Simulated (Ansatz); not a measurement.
```yaml
crystal:
  periodic: [false, false, false]
  atoms:
    - {symbol: Cr, position_ang: [0.089997, 0.155532, 0.064540]}
    - {symbol: O, position_ang: [0.073308, 0.091181, 1.667954]}
    - {symbol: O, position_ang: [1.589631, 0.119668, -0.505639]}
    - {symbol: O, position_ang: [-0.709952, 1.437117, -0.476693]}
    - {symbol: Br, position_ang: [-1.042984, -1.803508, -0.750162]}
basis:
  gaussian: {orbitals: def2-TZVP}
total_charge: -1
hamiltonian: {xc: {name: B97M-V}, pseudopotentials: {relativity: scalar}}
scf: {omitted_lower_state_checks: [starts]}
```

```sh
$ ansatz run in.yaml --threads 4 --pin off --events-out ev --progress --plain --max-ram 3916MiB
```

It prints (some lines left out):

```
Functional definition: B97M-V
1258 factors; their error is unknown
mean field evaluation 1: about -105392.9970 eV, gradient 1.3e2 eV
mean field evaluation 2: about -104815.9949 eV, gradient 6.2e2 eV
mean field evaluation 4: about -105370.7847 eV, gradient 2.1e2 eV
mean field evaluation 8: about -105417.6181 eV, gradient 2.0e-3 eV
mean field -105417.58992540 eV, -3874.0249751496 hartree, gradient 2.9e-5 eV, S^2 0.000000; 0 other end points of the search recorded, 0 dependent functions left out
reference -105417.59000272 eV, -3874.0249779911 hartree; 42, 42 occupied and 144, 144 virtual orbitals, 1258 factors
Total energy: -105417.59000272 eV, -3874.0249779911 hartree
Relativity: scalar
Checks for a lower state left out: starts
```

Hardware: 4 threads of AMD EPYC 7B13 on a shared host. Wall time 5.5 s.

The highest occupied level of an anion often lies above zero with these methods, and sets without diffuse functions describe the outer electron poorly. The restricted singlet is unstable towards broken spin symmetry at other levels; at RKS B97M-V/def2-TZVP this wasn't settled.
